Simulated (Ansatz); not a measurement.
A run for Ansatz (an electronic-structure program): R-PBE/def2-TZVPPD on H2 (SMILES [H][H]) with ghost functions, monomers drawn apart or pushed together. Files ending in .json are basis or fitting sets from the Basis Set Exchange.

Ansatz 0.2 input:
```yaml
crystal:
  periodic: [false, false, false]
  atoms:
    - {symbol: H, position_ang: [0.14107737, 0.29762439, 3.48407505]}
    - {symbol: H, position_ang: [-0.04500723, -0.09775409, 4.08653543]}
basis:
  gaussian:
    orbitals: def2-TZVPPD.json
    ghost_atoms:
      - {symbol: C, position_ang: [0.16870368, 0.34907248, -0.09199768]}
      - {symbol: O, position_ang: [-0.18374212, -0.40427055, -0.84922749]}
hamiltonian:
  xc: {name: PBE}
scf: {lower_state_search: off}
```

The head of its log:

```
WARN ansatz: RAYON_NUM_THREADS=1 ignored (pool sized by the plan → 1); use --threads N
Functional definition: PBE
these checks for a lower state are left out or cut short: stability, starts, cluster_reference, orbital_swaps, neighbouring_geometries, increment
integrals: 0.01 GiB planned
456 factors; their error is unknown
mean field: 0.19 GiB planned
mean field evaluation 1: about -31.4051 eV, gradient 9.4e0 eV
mean field evaluation 2: about -31.6940 eV, gradient 3.2e0 eV
```

Task: What total energy does the run end on?

Result: -1.1661 hartree.
